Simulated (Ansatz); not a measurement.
Ansatz (an electronic-structure program) input:

Ansatz 0.2 input:
```yaml
crystal:
  periodic: [false, false, false]
  atoms:
    - {symbol: Mo, position_ang: [0.25311714, 0.05364568, 0.34276854]}
    - {symbol: O, position_ang: [1.52642633, -0.74755070, -0.34803102]}
    - {symbol: O, position_ang: [-0.54175153, -1.09331703, 1.23332807]}
    - {symbol: Cl, position_ang: [-1.08872461, 0.73375431, -1.26345029]}
basis:
  gaussian:
    orbitals: def2-TZVPD
hamiltonian:
  xc: {name: wB97X-V}
total_charge: 2
magnetization: {spin_polarized: true, initial_magnetization: 1}
```

Predict the final energy.

-677.86397 Eh (wB97X-V/def2-TZVPD). The basis has 166 functions.

This state (charge 2, doublet) is run at the relaxed geometry of the species with charge 1 and multiplicity 1.
